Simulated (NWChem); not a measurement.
## Basis-set convergence for iodine (I2)

```xyz
2

I      0.0000     0.0000     1.3412
I      0.0000     0.0000    -1.3412
```
Charge 0, spin multiplicity 1.

All runs are NWChem calculations. Structure: optimised with PBE0/def2-SVP with def2 effective core potentials on I, a minimum by its harmonic frequencies.

Quantity: first vertical ionisation energy at the level G0W0@PBE.

Effective core potentials replace the inner electrons of I; spin-orbit coupling is left out. GW and range-separated runs recompute their integrals, the others keep them in memory, which bears on the times.

The cost column gives rough processor time relative to def2-SVP; each entry includes its own SCF.

```
basis       functions  first vertical ionisation energy (eV)  relative cost
----------  ---------  -------------------------------------  -------------
def2-SVP           52                                      …              1
def2-SVPD          70                                      …        under 3
def2-TZVP         100                                   8.99              4
def2-TZVPP        100                                   8.99              4
def2-TZVPD        118                                      …              6
def2-QZVP         164                                   9.25             30
```

Question: Some entries are withheld; supply them.

Answer: 
- def2-SVP, first vertical ionisation energy (eV): 8.70
- def2-SVPD, first vertical ionisation energy (eV): 8.65
- def2-TZVPD, first vertical ionisation energy (eV): 8.97
